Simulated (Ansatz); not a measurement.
Consider the isomerisation: `B1NCO1` → `OB1CN1`.

Program: Ansatz. Geometries: PBE0-D4/def2-TZVP. ΔE: electronic, gas phase. CCSD(T)/CBS is the MP2 limit (def2-TZVPP, def2-QZVPP) plus CCSD(T) − MP2 in def2-TZVPP, frozen cores. DFT in def2-TZVPP. One conformer a species, not always the lowest.

`B1NCO1`:

```xyz
8

B    -0.828    0.405   -0.657
N    -0.529   -0.514    0.366
C     0.830   -0.028    0.275
O     0.478    0.894   -0.764
H    -1.796    0.725   -1.269
H    -0.916   -1.218    0.961
H     1.564   -0.760   -0.075
H     1.198    0.496    1.163
```

`OB1CN1`:

```xyz
8

O     0.993   -1.155    1.207
B     0.220   -0.443    0.362
C    -0.330    0.846   -0.283
N    -0.635   -0.556   -0.691
H     1.424   -0.607    1.866
H    -1.177    1.416    0.096
H     0.312    1.427   -0.949
H    -0.808   -0.928   -1.607
```

```
             level  ΔE (kJ/mol)
       LDA (SPW92)         22.2
            PBE-D4         18.0
         revPBE-D4         20.3
  CCSD(T)/def2-SVP         29.0
    MP2/def2-TZVPP         22.5
CCSD(T)/def2-TZVPP         27.3
     HF/def2-QZVPP         34.3
      HF/CBS(def2)         34.3
```

(1) What does CCSD(T)/CBS give? (Estimate.)

Largest T1 diagnostic among the species: 0.014.

## Answers

(1) The calculation gave: +25.5 kJ/mol. The listed levels differ from it by -3.3, -7.5, -5.2, 3.5, -3.0, 1.8, 8.8, 8.8 kJ/mol.

At CCSD(T), def2-SVP lies +3.5 kJ/mol from the extrapolated value and def2-TZVPP +1.8 kJ/mol. Leaving LDA and LC-ωPBE aside and taking each functional with its dispersion term where it has one, the values, not all of them listed here, spread over 13.6 kJ/mol, from B97M-V to ωB97X-V. LDA lies +4.8 kJ/mol from PBE without D4.
